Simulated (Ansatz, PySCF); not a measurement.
CaO, SMILES [O]=[Ca]. Atoms are numbered in the order given.

```xyz
2

Ca     0.0000     0.0000    -0.5080
O      0.0000     0.0000     1.2990
```

Coordinates come from a PBE0-D3(BJ)/def2-TZVPD optimisation.

Two levels are set side by side: PBE-D3(BJ)/def2-TZVPD (Ansatz, an electronic-structure program) and PBE0-D3(BJ)/def2-TZVPD (Ansatz). Each level has its own optimised geometry; the coordinates shown are those of the second. Frequencies come from the Hessian of PySCF at each geometry. Differences are taken from unrounded values.

```csv
quantity,PBE0-D3(BJ)
bond Ca1–O2 (Å),1.807
highest harmonic wavenumber (cm⁻¹),785
mean harmonic wavenumber (cm⁻¹),785
zero-point energy (kcal/mol),1.12
```

Question: What does PBE-D3(BJ) give, and how far is it from PBE0-D3(BJ)? (Estimate from the structure and the level; the computed values follow.)

Answer: 
```json
[
 {"quantity": "bond Ca1–O2 (Å)", "PBE-D3(BJ)": "1.828", "PBE-D3(BJ) minus PBE0-D3(BJ)": "0.021"},
 {"quantity": "highest harmonic wavenumber (cm⁻¹)", "PBE-D3(BJ)": "746", "PBE-D3(BJ) minus PBE0-D3(BJ)": "-39"},
 {"quantity": "mean harmonic wavenumber (cm⁻¹)", "PBE-D3(BJ)": "746", "PBE-D3(BJ) minus PBE0-D3(BJ)": "-39"},
 {"quantity": "zero-point energy (kcal/mol)", "PBE-D3(BJ)": "1.07", "PBE-D3(BJ) minus PBE0-D3(BJ)": "-0.06"}
]
```
